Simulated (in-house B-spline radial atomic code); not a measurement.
# Xe II (Xe+): [Kr] 4d10 5s2 5p5

Computed with a B-spline radial code for spherical atoms: Dirac-Kohn-Sham BHandHLYP, spherical fractional occupations, exact exchange averaged over the configuration, Fermi nucleus of rms radius 4.7859 fm.

Screening seen three ways: the hydrogenic charge with the same mean radius, Z_r = [3n² - l(l+1)]/(2<r>), the one with the same energy, Z_e = n√(-2ε), and Slater's rules. Values are occupation-weighted means over j. An effective charge above Z reflects the relativistic contraction of the inner shells.

| shell | electrons | ε (eV) | <r> (bohr) | Z_r | Z_e | Slater |
| --- | --- | --- | --- | --- | --- | --- |
| 1s | 2 | -34563 | 0.02665 | 56.28 | 50.40 | 53.70 |
| 2s | 2 | -5437.3 | 0.1141 | 52.59 | 39.98 | 49.85 |
| 2p | 6 | -4885.1 | 0.1001 | 49.95 | 37.90 | 49.85 |
| 3s | 2 | -1142.2 | 0.3054 | 44.21 | 27.49 | 42.75 |
| 3p | 6 | -960.55 | 0.3034 | 41.20 | 25.21 | 42.75 |
| 3d | 10 | -687.1 | 0.2805 | 37.44 | 21.32 | 32.85 |
| 4s | 2 | -223.76 | 0.7168 | 33.48 | 16.22 | 26.25 |
| 4p | 6 | -164.71 | 0.7647 | 30.08 | 13.92 | 26.25 |
| 4d | 10 | -76.357 | 0.8759 | 23.98 | 9.48 | 14.85 |
| 5s | 2 | -33.095 | 1.839 | 20.39 | 7.80 | 8.60 |
| 5p | 5 | -19.596 | 2.19 | 16.66 | 6.00 | 8.60 |

The least bound orbital is 5p3/2 at -19.11 eV, and it is also the most diffuse (<r> = 2.221 bohr).

Spin-orbit splittings of the orbital energies (j = l + 1/2 above j = l - 1/2 when positive): 2p 325.3 eV, 3p 62.61 eV, 3d 13.14 eV, 4p 12.57 eV, 4d 2.051 eV, 5p 1.466 eV.

For the 1s electron the small component carries 3.96 % of the norm, the zero-frequency Breit interaction raises the level by 86.9 eV, self-energy by 49.98 eV, and vacuum polarisation lowers it by 7.004 eV.
